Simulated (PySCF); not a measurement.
SMILES [NH2][Sn]([F])([F])[Br] (H2BrF2NSn) (PBE0/def2-SVP optimised geometry):

```
7

N     -1.369    -1.030    -1.516
Sn    -0.480    -0.057     0.000
F     -1.057    -0.817     1.672
F     -1.063     1.777     0.000
Br     1.966    -0.057     0.000
H     -1.950    -0.390    -2.060
H     -1.966    -1.777    -1.162
```

Calculation: PBE0/def2-TZVP, def2 effective core potentials past Kr run with PySCF.

Q: What are the frontier orbital energies and the dipole moment?

A: HOMO-2 -9.26 eV, HOMO-1 -9.23 eV, HOMO -8.86 eV, LUMO -2.69 eV, LUMO+1 -0.05 eV; dipole moment 2.65 D.

On the same geometry PBE/def2-TZVP, def2 effective core potentials past Kr run with PySCF gives HOMO-2 -7.90 eV, HOMO-1 -7.87 eV, HOMO -7.32 eV, LUMO -3.60 eV, LUMO+1 -0.86 eV; dipole moment 2.59 D.
